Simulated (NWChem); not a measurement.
Everything below was run with NWChem. System: F5V, charge 0, spin multiplicity 1, at a geometry optimised with PBE/def2-SVP. The structure started from a generated list of species. Level: B2PLYP/def2-TZVP, 10 core orbitals frozen.

Job file:

```
start mol
memory heap 200 mb stack 900 mb global 1100 mb
geometry units angstroms nocenter noautoz
  V      0.000000     0.000000     0.000008
  F     -1.747730     0.000000     0.000001
  F      1.747730     0.000000     0.000001
  F      0.000000     0.000000    -1.711825
  F      0.000000     1.482521     0.855901
  F      0.000000    -1.482521     0.855901
  symmetry group C2v
end
basis spherical
  * library def2-tzvp
end
dft
  xc hfexch 0.53 becke88 0.47 lyp 0.73 mp2 0.27
  dftmp2
  semidirect memsize 60000000 filesize 0
  iterations 100
end
mp2
  freeze core 10
end
task dft energy
```

Output (cleaned and shortened):

```
             Northwest Computational Chemistry Package (NWChem) 7.3.0
             --------------------------------------------------------

                                NWChem Input Module
                                -------------------

 Scaling coordinates for geometry "geometry" by  1.889725989
 (inverse scale =  0.529177249)

 Turning off AUTOSYM since
 SYMMETRY directive was detected!

                             Geometry "geometry" -> ""
                             -------------------------

 Output coordinates in angstroms (scale by  1.889725989 to convert to a.u.)

  No.       Tag          Charge          X              Y              Z
 ---- ---------------- ---------- -------------- -------------- --------------
    1 V                   23.0000     0.00000000     0.00000000     0.00000800
    2 F                    9.0000    -1.74773000     0.00000000     0.00000100
    3 F                    9.0000     1.74773000     0.00000000     0.00000100
    4 F                    9.0000     0.00000000     0.00000000    -1.71182500
    5 F                    9.0000     0.00000000     1.48252100     0.85590100
    6 F                    9.0000     0.00000000    -1.48252100     0.85590100

 Effective nuclear repulsion energy (a.u.)     478.0759470232

            Nuclear Dipole moment (a.u.)
            ----------------------------
        X                 Y               Z
 ---------------- ---------------- ----------------
     0.0000000000     0.0000000000    -0.0000094486

      Symmetry information
      --------------------

 Group name             C2v
 Group number             16
 Group order               4
 No. of unique centers     4

      Symmetry unique atoms

     1    2    4    5


 Summary of "ao basis" -> "" (spherical)
 ------------------------------------------------------------------------------
       Tag                 Description            Shells   Functions and Types
 ---------------- ------------------------------  ------  ---------------------
 *                         def2-tzvp                  on all atoms

  dft_input: which_mp2 not specified, using semidirect MP2 by default.

                                 NWChem DFT Module
                                 -----------------

 Summary of "ao basis" -> "ao basis" (spherical)
 ------------------------------------------------------------------------------
       Tag                 Description            Shells   Functions and Types
 ---------------- ------------------------------  ------  ---------------------
 V                         def2-tzvp                15       45   6s4p4d1f
 F                         def2-tzvp                11       31   5s3p2d1f

 Summary of "ao basis" -> "ao basis" (spherical)
 ------------------------------------------------------------------------------
       Tag                 Description            Shells   Functions and Types
 ---------------- ------------------------------  ------  ---------------------
 V                         def2-tzvp                15       45   6s4p4d1f
 F                         def2-tzvp                11       31   5s3p2d1f

      Symmetry analysis of basis
      --------------------------

        a1         76
        a2         28
        b1         48
        b2         48

            General Information
            -------------------
          SCF calculation type: DFT
          Wavefunction type:  closed shell.
          No. of atoms     :     6
          No. of electrons :    68
           Alpha electrons :    34
            Beta electrons :    34
          Charge           :     0
          Spin multiplicity:     1
          Use of symmetry is: on ; symmetry adaption is: on
          Maximum number of iterations: 100
          AO basis - number of functions:   200
                     number of shells:    70
          Convergence on energy requested:  1.00D-06
          Convergence on density requested:  1.00D-05
          Convergence on gradient requested:  5.00D-04

              XC Information
              --------------
                     Hartree-Fock (Exact) Exchange  0.530
                    Becke 1988 Exchange Functional  0.470
              Lee-Yang-Parr Correlation Functional  0.730

             Grid Information
             ----------------
          Grid used for XC integration:  medium
          Radial quadrature: Mura-Knowles
          Angular quadrature: Lebedev.
          Tag              B.-S. Rad. Rad. Pts. Rad. Cut. Ang. Pts.
          ---              ---------- --------- --------- ---------
          V                   1.35      112           8.0       590
          F                   0.50       49           9.0       434
          Grid pruning is: on
          Number of quadrature shells:   259
          Spatial weights used:  Erf1

          Convergence Information
          -----------------------
          Convergence aids based upon iterative change in
          total energy or number of iterations.
          Levelshifting, if invoked, occurs when the
          HOMO/LUMO gap drops below (HL_TOL):  1.00D-02
          DIIS, if invoked, will attempt to extrapolate
          using up to (NFOCK): 10 stored Fock matrices.

                    Damping( 0%)  Levelshifting(0.5)       DIIS
                  --------------- ------------------- ---------------
          dE  on:    start            ASAP                start
          dE off:    2 iters        100 iters           100 iters

      Screening Tolerance Information
      -------------------------------
          Density screening/tol_rho:  1.00D-10
          AO Gaussian exp screening on grid/accAOfunc:  14
[...]
              MO Center= -1.6D-15, -1.1D-12,  2.4D-03, r^2= 1.3D+00
   Bfn.  Coefficient  Atom+Function         Bfn.  Coefficient  Atom+Function
  ----- ------------  ---------------      ----- ------------  ---------------
    20      0.578685  1 V  d -1              25      0.371613  1 V  d -1
    30      0.266445  1 V  d -1             151      0.176418  5 F  py
   182      0.176418  6 F  py               145      0.167809  5 F  py
   176      0.167809  6 F  py               114      0.146433  4 F  py
   148      0.144099  5 F  py               179      0.144099  6 F  py

 center of mass
 --------------
 x =   0.00000000 y =   0.00000000 z =   0.00000011

 moments of inertia (a.u.)
 ------------------
         596.435651935820           0.000000000000           0.000000000000
           0.000000000000         712.679297620967           0.000000000000
           0.000000000000           0.000000000000         712.696879965001

     Multipole analysis of the density
     ---------------------------------

     L   x y z        total         alpha         beta         nuclear
     -   - - -        -----         -----         ----         -------
     0   0 0 0      0.000000    -34.000000    -34.000000     68.000000

     1   1 0 0     -0.000000     -0.000000     -0.000000      0.000000
     1   0 1 0      0.000000      0.000000      0.000000      0.000000
     1   0 0 1      0.000003      0.000006      0.000006     -0.000009

     2   2 0 0    -34.358654   -115.351604   -115.351604    196.344554
     2   1 1 0      0.000000      0.000000      0.000000      0.000000
     2   1 0 1     -0.000000     -0.000000     -0.000000      0.000000
     2   0 2 0    -31.031769    -86.154453    -86.154453    141.277137
     2   0 1 1      0.000000      0.000000      0.000000      0.000000
     2   0 0 2    -31.031354    -86.150081    -86.150081    141.268808

                   NWChem MP2 Semi-direct Energy/Gradient Module
                   ---------------------------------------------

  Basis functions       =    200
  Molecular orbitals    =    200
  Frozen core           =     10
  Frozen virtuals       =      0
  Active alpha occupied =     24
  Active beta occupied  =     24
  Active alpha virtual  =    166
  Active beta virtual   =    166
  Use MO symmetry       = T
  Use skeleton AO sym   = T

  AO/Fock/Back tols     =   1.0D-09  1.0D-09  1.0D-09

 GA uses MA = F    GA memory limited = T

 Available:
  local mem=  4.42D+07
 global mem=  1.44D+08
 local disk=  0.00D+00
  mp2_memr nvloc                   166
  nvloc new                   166
   1 passes of  24:        6291456                     280720                 246625358.
   1 passes of  24: M     44213151           G      144099200           F      37921695.
  mp2_memr nvloc                   166
  nvloc new                   166
   2 passes of  12:        6291456                     181160                 123346852.
   2 passes of  12: M     44213151           G      144099200           F      37921695.
  mp2_memr nvloc                   166
  nvloc new                   166
   3 passes of   8:        6291456                     147973                  82254017.
   3 passes of   8: M     44213151           G      144099200           F      37921695.
  mp2_memr nvloc                   166
  nvloc new                   166
   4 passes of   6:        6291456                     131380                  61707600.
   4 passes of   6: M     44213151           G      144099200           F      37921695.
  mp2_memr nvloc                   166
  nvloc new                   166
   5 passes of   5:        6291456                     123083                  51434391.
   5 passes of   5: M     44213151           G      144099200           F      37921695.
  mp2_memr nvloc                   166
  nvloc new                   166
   6 passes of   4:        6291456                     114786                  41161182.
   6 passes of   4: M     44213151           G      144099200           F      37921695.
  mp2_memr nvloc                   166
  nvloc new                   166
   7 passes of   4:        6291456                     114786                  41161182.
   7 passes of   4: M     44213151           G      144099200           F      37921695.
  mp2_memr nvloc                   166
  nvloc new                   166
   8 passes of   3:        6291456                     106490                  30887973.
   8 passes of   3: M     44213151           G      144099200           F      37921695.

 Semi-direct pass number   1 of   8  for RHF alpha+beta  at       13.5s
  vrange nnbf                 18202
  mp2_eaftype                   117  avail_ma_in_mb                   385
 EAF : mp2_eaftype filesize         117   15443987.
  mp2_eaf for mointskh                    117
Node 0 wrote     72.5 Mb in      0.0 s     Agg I/O rate:  2336.5 Mb/s
 Done moints_semi at       40.3s
  mp2_eaftype                   117  avail_ma_in_mb                   385
 EAF : mp2_eaftype filesize         117   15443987.
  mp2_eaf for kh                   117
 Done maket at       40.6s
 Semi-direct pass number   2 of   8  for RHF alpha+beta  at       40.6s
  vrange nnbf                 18202
  mp2_eaftype                   117  avail_ma_in_mb                   385
 EAF : mp2_eaftype filesize         117   15443987.
  mp2_eaf for mointskh                    117
Node 0 wrote     72.5 Mb in      0.0 s     Agg I/O rate:  1875.8 Mb/s
 Done moints_semi at       71.9s
  mp2_eaftype                   117  avail_ma_in_mb                   385
 EAF : mp2_eaftype filesize         117   15443987.
  mp2_eaf for kh                   117
 Done maket at       72.2s
 Semi-direct pass number   3 of   8  for RHF alpha+beta  at       72.2s
  vrange nnbf                 18202
  mp2_eaftype                   117  avail_ma_in_mb                   385
 EAF : mp2_eaftype filesize         117   15443987.
  mp2_eaf for mointskh                    117
Node 0 wrote     72.5 Mb in      0.0 s     Agg I/O rate:  2067.2 Mb/s
 Done moints_semi at      115.2s
  mp2_eaftype                   117  avail_ma_in_mb                   385
 EAF : mp2_eaftype filesize         117   15443987.
  mp2_eaf for kh                   117
 Done maket at      115.4s
 Semi-direct pass number   4 of   8  for RHF alpha+beta  at      115.4s
  vrange nnbf                 18202
  mp2_eaftype                   117  avail_ma_in_mb                   385
 EAF : mp2_eaftype filesize         117   15443987.
  mp2_eaf for mointskh                    117
Node 0 wrote     72.5 Mb in      0.0 s     Agg I/O rate:  2037.1 Mb/s
 Done moints_semi at      147.1s
  mp2_eaftype                   117  avail_ma_in_mb                   385
 EAF : mp2_eaftype filesize         117   15443987.
  mp2_eaf for kh                   117
 Done maket at      147.4s
 Semi-direct pass number   5 of   8  for RHF alpha+beta  at      147.4s
  vrange nnbf                 18202
  mp2_eaftype                   117  avail_ma_in_mb                   385
 EAF : mp2_eaftype filesize         117   15443987.
  mp2_eaf for mointskh                    117
Node 0 wrote     72.5 Mb in      0.0 s     Agg I/O rate:  2053.2 Mb/s
 Done moints_semi at      182.1s
  mp2_eaftype                   117  avail_ma_in_mb                   385
 EAF : mp2_eaftype filesize         117   15443987.
  mp2_eaf for kh                   117
 Done maket at      182.5s
 Semi-direct pass number   6 of   8  for RHF alpha+beta  at      182.5s
  vrange nnbf                 18202
  mp2_eaftype                   117  avail_ma_in_mb                   385
 EAF : mp2_eaftype filesize         117   15443987.
  mp2_eaf for mointskh                    117
Node 0 wrote     72.5 Mb in      0.0 s     Agg I/O rate:  2089.9 Mb/s
 Done moints_semi at      224.5s
  mp2_eaftype                   117  avail_ma_in_mb                   385
 EAF : mp2_eaftype filesize         117   15443987.
  mp2_eaf for kh                   117
 Done maket at      224.9s
 Semi-direct pass number   7 of   8  for RHF alpha+beta  at      224.9s
  vrange nnbf                 18202
  mp2_eaftype                   117  avail_ma_in_mb                   385
 EAF : mp2_eaftype filesize         117   15443987.
  mp2_eaf for mointskh                    117
Node 0 wrote     72.5 Mb in      0.0 s     Agg I/O rate:  2467.8 Mb/s
 Done moints_semi at      259.4s
  mp2_eaftype                   117  avail_ma_in_mb                   385
 EAF : mp2_eaftype filesize         117   15443987.
  mp2_eaf for kh                   117
 Done maket at      259.6s
 Semi-direct pass number   8 of   8  for RHF alpha+beta  at      259.6s
  vrange nnbf                 18202
  mp2_eaftype                   117  avail_ma_in_mb                   385
 EAF : mp2_eaftype filesize         117   15443987.
  mp2_eaf for mointskh                    117
Node 0 wrote     72.5 Mb in      0.0 s     Agg I/O rate:  2033.3 Mb/s
 Done moints_semi at      286.5s
  mp2_eaftype                   117  avail_ma_in_mb                   385
 EAF : mp2_eaftype filesize         117   15443987.
  mp2_eaf for kh                   117
 Done maket at      286.8s
 Done multipass loop at      286.8s

          -------------------------------------------
          DFT energy                   -1442.580574821785
          Unscaled MP2 energy             -2.327097112907
          Total DFT+MP2 energy         -1443.208891042270
          -------------------------------------------

 -----------------------
 Performance information
 -----------------------

 Timer overhead =  1.54D-07 seconds/call

               Nr. of calls         CPU time (s)                 Wall time (s)                GFlops
             ---------------    -------------------     ------------------------------   -------------------
Name         Min   Avg   Max    Min     Avg     Max     Min     Avg     Max   Mx/calls   Min     Max     Sum
mp2: moin     8     8     8   2.71E+2 2.71E+2 2.71E+2  2.71E+2 2.71E+2 2.71E+2  34.      0.0     0.0     0.0
mp2: make     8     8     8    2.3     2.3     2.3      2.3     2.3     2.3    0.29      0.0     0.0     0.0
mp2: tota     1     1     1   2.74E+2 2.74E+2 2.74E+2  2.74E+2 2.74E+2 2.74E+2 2.74E+2   0.0     0.0     0.0

 The average no. of pstat calls per process was 1.70D+01
 with a timing overhead of 2.62D-06s

 Task  times  cpu:      286.7s     wall:      286.7s

 Total times  cpu:      286.8s     wall:      286.8s
```
